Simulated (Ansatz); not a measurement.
## Isomers

Structures of LiSiH₃SO, closed shell, relaxed at PBE0-D4/def2-TZVP (vibrations not checked; lower isomers may exist, and structures with a doubtful reference or unclear bonds are left out). Program: Ansatz 0.2.0. Basis: def2-TZVPP. Cores are frozen in the correlated methods. The outer core shell of Li, Na, Mg and K is correlated. B3LYP uses VWN-RPA correlation.

(1) Rank them by CCSD(T) energy, lowest first, and give each one's height above the lowest. Links in brackets join atoms within 1.22 times the sum of their covalent radii (1.1 for two metals). (To be estimated.)
A.
LiSiH₃SO ([SiH3][S]1[Li][O]1)
```
7
angstrom
Li 1.7078 -1.5590 2.0126
O 1.8209 -1.9555 0.3471
S 1.5965 -0.3669 0.0897
Si -0.5394 -0.2629 -0.0122
H -0.9457 1.1686 -0.0516
H -1.1149 -0.9038 1.2116
H -1.0838 -0.9850 -1.1914
```
B.
LiSiH₃SO ([OH][SiH]1[Li][SH]1)
```
7
angstrom
Li 0.7365 1.4173 -1.5903
Si -0.5839 -0.1908 -0.3898
O -1.5978 -0.1660 0.9383
S 1.5450 0.5297 0.3900
H -0.2070 -1.6473 -0.4147
H -2.1216 0.6331 1.0074
H 2.2287 -0.5759 0.0591
```
C.
LiSiH₃SO ([Li][O][S][SiH3])
```
7
angstrom
Li 0.5946 -2.5087 1.8608
O 0.9540 -1.3230 0.8451
S 1.4284 -0.1697 -0.1719
Si -0.4098 0.8120 -0.5559
H -0.1165 1.9245 -1.5016
H -1.0269 1.3655 0.6857
H -1.4238 -0.1006 -1.1623
```
D.
LiSiH₃SO ([OH][SiH]12[H][Li]1[S]2)
```
7
angstrom
Li 0.4325 1.2632 -1.7440
Si -0.5100 -0.4330 -0.1491
O -1.8387 -0.1983 0.7948
S 1.1383 0.7230 0.2585
H -0.3497 -1.9020 -0.2503
H -1.8048 0.6025 1.3227
H -0.9145 -0.0135 -1.5926
```

(2) Do PBE-D4, r2SCAN-D4, PBE0-D4, B3LYP-D4, wB97M-V, HF, MP2 give the same order? (A judgement: the text doesn't fix the answer.)

T1 diagnostic: at most 0.015.

For scale, one of the runs: CCSD(T)/def2-TZVPP, 176 basis functions, launched by `ansatz run in.yaml --threads 2 --pin off --events-out ev --progress --plain --max-ram 4352MiB`. Time: 10 s of wall clock on 2 CPU threads of an AMD EPYC 9R45; the host was shared. Peak host memory: 1.6 GiB.

## Answers

(1) The calculation gives: D (0.000 eV), B (1.679 eV), A (2.872 eV), C (2.921 eV). Heights count from the lowest.

(2) The calculation gives: Lowest first: HF D < B < C < A. The others agree with CCSD(T).
